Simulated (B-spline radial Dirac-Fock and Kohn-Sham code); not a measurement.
## What relativity does to the binding energies of W²⁺

System: W²⁺, configuration 1s2 2s2 2p6 3s2 3p6 3d10 4s2 4p6 4d10 4f14 5s2 5p6 5d4.

Both columns are ΔSCF binding energies of the configuration average from a radial atomic solver: non-relativistic Hartree-Fock with a point nucleus, and Dirac-Fock with a finite nucleus and the Coulomb interaction alone, averaged over the two j levels with weights 2j+1.

```tsv
shell	Hartree-Fock (eV)	Dirac-Fock (eV)	shift (eV)	shift (%)
1s	64231.9	69895.2	+5663.29	+8.82
2s	10672.8	12175.1	+1502.31	+14.08
2p	10209.4	10709.2	+499.76	+4.90
3s	2488.7	2859.9	+371.22	+14.92
3p	2273.9	2413.3	+139.42	+6.13
3d	1877.5	1861.5	-16.04	-0.85
4s	537.5	628.7	+91.19	+16.97
4p	446.8	479.2	+32.40	+7.25
4d	282.0	278.0	-3.98	-1.41
4f	65.88	56.87	-9.01	-13.68
5s	92.36	107.1	+14.70	+15.92
5p	63.59	67.32	+3.73	+5.87
5d	24.90	23.95	-0.94	-3.79
```

Relativity binds 1s, 2s, 2p, 3s, 3p, 4s, 4p, 5s, 5p more strongly, among those listed most of all 4s in relative terms, and 3d, 4d, 4f, 5d more weakly, because the contracted s and p shells screen the nucleus better.

Values without a named source are computed, but for edge energies of neutral atoms, which are taken from tables.
